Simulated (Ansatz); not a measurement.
Compare A (`C=C[SiH](Cl)N[SiH2]Cl`) with its isomer B (`C=CN([SiH2]Cl)[SiH2]Cl`).

Calculated with Ansatz (gas phase, PBE0-D4/def2-TZVP geometries, no zero-point term in ΔE). CBS: MP2 limit from def2 TZ/QZ plus the TZ coupled-cluster correction, frozen cores. DFT in def2-TZVPP. B3LYP here is the variant with VWN-RPA as its local correlation; programs differ in this. One conformer a species, not always the lowest.

Q: Which is lower in electronic energy at CCSD(T)/CBS, and by how much? (Estimate.)

A: Ansatz gave: A, by 61.5 kJ/mol.

Q: Give E(B) − E(A) in kJ/mol with r2SCAN-D4, CCSD/def2-TZVPP, B3LYP, B2PLYP, PBE0-D4, CCSD(T)/def2-TZVPP, B3LYP-D4. (Best estimate.)

A: Computed: r2SCAN-D4 57.3, CCSD/def2-TZVPP 61.1, B3LYP 59.3, B2PLYP 59.4, PBE0-D4 55.7, CCSD(T)/def2-TZVPP 58.9, B3LYP-D4 56.1. None reverses the order clearly.

Largest T1 diagnostic: 0.011.

The D4 term adds −3.2 kJ/mol with B3LYP and −1.4 kJ/mol with PBE0; it sums over pairs of atoms, weighted by their polarisabilities, and B3LYP, whose exchange is more repulsive, gets the larger term. From PBE to PBE0 (25 % exact exchange), in def2-TZVPP and without D4, E(B) − E(A) moves by +3.7 kJ/mol.
